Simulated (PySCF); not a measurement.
Energy of Sr⁺ (strontium, charge +1) between two integer charges

The 5s alpha orbital of [Kr] 5s1 is emptied in steps (occupation f), with all orbitals relaxed, ending at [Kr]. Computed with PySCF 2.14 in x2c-TZVPall (8s6p6d1f, 63 functions), with the spin-free X2C one-electron Hamiltonian (Gaussian nucleus). The exact energy is a straight line in f; departures are measured from the line between the end points of the same method.

| f | UHF (eV) | LDA (eV) | PBE (eV) | PBE0 (eV) | BHandHLYP (eV) | CAM-B3LYP (eV) | BLYP (eV) |
| --- | --- | --- | --- | --- | --- | --- | --- |
| 1 | 0.000 | 0.000 | 0.000 | 0.000 | 0.000 | 0.000 | 0.000 |
| 0.9 | 0.003 | -0.219 | -0.224 | -0.163 | -0.118 | -0.090 | -0.233 |
| 0.7 | 0.006 | -0.506 | -0.524 | -0.381 | -0.277 | -0.210 | -0.544 |
| 0.5 | 0.007 | -0.592 | -0.626 | -0.455 | -0.330 | -0.250 | -0.647 |
| 0.3 | 0.006 | -0.484 | -0.528 | -0.383 | -0.278 | -0.211 | -0.541 |
| 0.1 | 0.002 | -0.196 | -0.223 | -0.161 | -0.120 | -0.091 | -0.230 |
| 0 | 0.000 | 0.000 | 0.000 | 0.000 | 0.000 | 0.000 | 0.000 |

```
   method  E(f=0) − E(f=1) (eV)  −ε at f=1 (eV)  −ε at f=0.5 (eV)
      UHF                10.451          10.479            10.450
      LDA                11.347           8.897            11.410
      PBE                11.179           8.695            11.165
     PBE0                11.058           9.245            11.051
BHandHLYP                11.040           9.724            11.036
CAM-B3LYP                11.193          10.193            11.191
     BLYP                11.232           8.638            11.241
```

Orbital energy along the path (eV):

| f | UHF | LDA | PBE | PBE0 | BHandHLYP | CAM-B3LYP | BLYP |
| --- | --- | --- | --- | --- | --- | --- | --- |
| 1 | -10.479 | -8.897 | -8.695 | -9.245 | -9.724 | -10.193 | -8.638 |
| 0.9 | -10.473 | -9.406 | -9.186 | -9.607 | -9.986 | -10.393 | -9.158 |
| 0.7 | -10.461 | -10.418 | -10.171 | -10.329 | -10.511 | -10.793 | -10.200 |
| 0.5 | -10.450 | -11.410 | -11.165 | -11.051 | -11.036 | -11.191 | -11.241 |
| 0.3 | -10.439 | -12.355 | -12.183 | -11.788 | -11.562 | -11.589 | -12.275 |
| 0.1 | -10.429 | -13.175 | -13.223 | -12.541 | -12.103 | -11.997 | -13.294 |
| 0 | -10.424 | -13.368 | -13.423 | -12.654 | -12.379 | -12.215 | -13.759 |

Reference removal energy between the ground levels: 11.030 eV (measured; NIST Atomic Spectra Database, ionization energies). UHF lacks correlation.
